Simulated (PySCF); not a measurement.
Frontier orbitals and the lowest excitations

Species: 4-tolylboronic acid, C7H9BO2.
Structure used (PBE0-D3(BJ)/def2-SVP), in Å, numbered top down from 1:
```xyz
19
C7H9BO2 angstrom
C      3.440    0.223   -0.344
C      1.944    0.134   -0.271
C      1.261    0.362    0.928
C     -0.128    0.284    0.982
C     -0.892   -0.023   -0.151
B     -2.458   -0.108   -0.115
O     -3.123   -0.366   -1.273
O     -3.198    0.067    1.020
C     -0.198   -0.253   -1.350
C      1.188   -0.177   -1.409
H      3.878   -0.723   -0.700
H      3.756    1.009   -1.050
H      3.881    0.454    0.636
H      1.828    0.607    1.831
H     -0.616    0.475    1.945
H     -4.075   -0.401   -1.131
H     -2.665    0.230    1.802
H     -0.769   -0.495   -2.250
H      1.701   -0.361   -2.358
```

Method used: TDDFT wB97X-D/def2-SVPD, vertical, gas phase, core orbitals frozen in the response in PySCF.

Frontier orbitals with the atoms that hold most of them (Löwdin shares over 4%, at most four atoms; ? is withheld):

| orbital | ε (eV) | atoms |
| --- | --- | --- |
| LUMO+2 | 1.56 | B6 51%, O8 12%, O7 9%, H17 6% |
| LUMO+1 | 1.45 | C9 21%, C3 18%, C10 17%, C4 15% |
| LUMO | 0.88 | C5 18%, C2 18%, C4 13%, B6 10% |
| HOMO | ? | ? |
| HOMO-1 | -9.11 | ? |
| HOMO-2 | -11.03 | C5 22%, B6 15%, O8 13%, C9 10% |
| HOMO-3 | -11.32 | O7 47%, O8 40%, B6 8% |

Task: Give the leading atoms of the HOMO.

Result: C5 (bonded to B and 2 C) 23%; C2 (bonded to 3 C) 21%; C3 (bonded to 2 C and H) 11%; C4 (bonded to 2 C and H) 9%.

Task: Give the leading atoms of the HOMO-1.

Result: C10 (bonded to 2 C and H) 22%; C9 (bonded to 2 C and H) 20%; C4 (bonded to 2 C and H) 20%; C3 (bonded to 2 C and H) 19%.

Task: What is the HOMO energy, and the HOMO–LUMO gap?

Result: ε(HOMO) = -8.83 eV; the gap is 9.71 eV (0.3568 hartree).

Task: The HOMO–LUMO gap is 9.71 eV. Where does the response calculation put the lowest singlet, and from which orbitals?

Result: S1 is at 5.23 eV (f = 0.0050), 4.48 eV below the gap, made of HOMO-1→LUMO (55%), HOMO→LUMO+1 (40%). Its leading pair isn't HOMO and LUMO; the energies of that pair differ by 9.99 eV. 

Task: One configuration dominates each of S2, S4 and S6. Which, and how do the shares of the two leading atoms of either orbital change from the occupied to the empty one?

Result: 
- S2 (5.74 eV, f 0.186), HOMO→LUMO (79%): C5 23% → 18%, C2 21% → 18%
- S4 (6.84 eV, f 0.786), HOMO-1→LUMO+1 (80%): C10 22% → 17%, C9 20% → 21%, C3 19% → 18%
- S6 (7.05 eV, f 0.0037), HOMO-2→LUMO (95%): C5 22% → 18%, B6 15% → 10%, C2 at most 10% → 18%

Löwdin shares depend on the basis, the more so with diffuse functions.

One conformer stands for the species.
